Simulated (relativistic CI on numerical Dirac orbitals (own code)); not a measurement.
# What each ingredient does to the levels of Pd39+

Base calculation: Dirac-Coulomb-Breit CI, separate exchange-only KLI orbitals for each configuration, model QED (radiative potential, 1s self-energy scaled to tabulated hydrogen-like ionisation energies), unscaled Slater integrals.

CI space (outside the closed core 1s2): 2s2 2p3, 2s 2p4, 2p5, 2p4 3s, 2p4 3p, 2p4 3d, 2s2 2p2 3s, 2s2 2p2 3p, 2s2 2p2 3d, 2s 2p3 3s, 2s 2p3 3p, 2s 2p3 3d, 2s2 2p2 4s, 2s2 2p2 4p, 2s2 2p2 4d, 2s2 2p2 4f. Levels of other configurations are missing.

The lowest level and the first level of each name with at least 55 % of one term (blank where a level has no safe partner in the second run):

```csv
Level,Base (eV),Shift (eV)
2s2 2p3 2P°_3/2,0.00,0.00
2s2 2p3 2D°_5/2,169.75,-0.33
2s2 2p3 2P°_1/2,193.88,-2.15
2s 2p4 4P_5/2,327.21,+3.22
2s 2p4 4P_3/2,498.93,+2.29
2s 2p4 2D_5/2,526.18,-0.24
2s 2p4 2P_1/2,553.94,-2.43
2s 2p4 2P_3/2,566.18,
2p5 2P°_3/2,761.43,-1.26
2p5 2P°_1/2,930.31,-0.95
2s2 2p2 3s 4P_3/2,3393.17,+1.72
2s2 2p2 3s 2P_1/2,3399.53,+1.04
2s2 2p2 3s 2D_3/2,3412.10,-0.32
2s2 2p2 3p 2F°_7/2,3510.66,+0.49
2s2 2p2 3p 2P°_1/2,3536.05,
2s2 2p2 3d 4F_5/2,3558.93,+1.76
2s2 2p2 3d 4D_1/2,3559.86,+1.74
2s2 2p2 3d 4F_7/2,3567.91,+1.67
2s2 2p2 3d 2G_9/2,3583.36,+0.50
```

At this charge energies of transitions that change n are usually good to better than 1 %, and those within a shell (Δn = 0) to a few per cent.

Q: One thing was changed in a second run, which moved the levels as shown. Which?
A. configuration mixing switched off
B. Breit term removed
C. QED terms removed
D. valence Slater integrals scaled by 0.9

A: D. Valence Slater integrals scaled by 0.9. Scaling acts on the splittings between terms and on the mixing, and leaves the fine structure of pure LS terms nearly alone; in jj coupling it moves the levels of one term differently.

LS names give the leading component of a level, which can be under half, so a name can repeat, a term be missing and a line seem to break the LS rules.
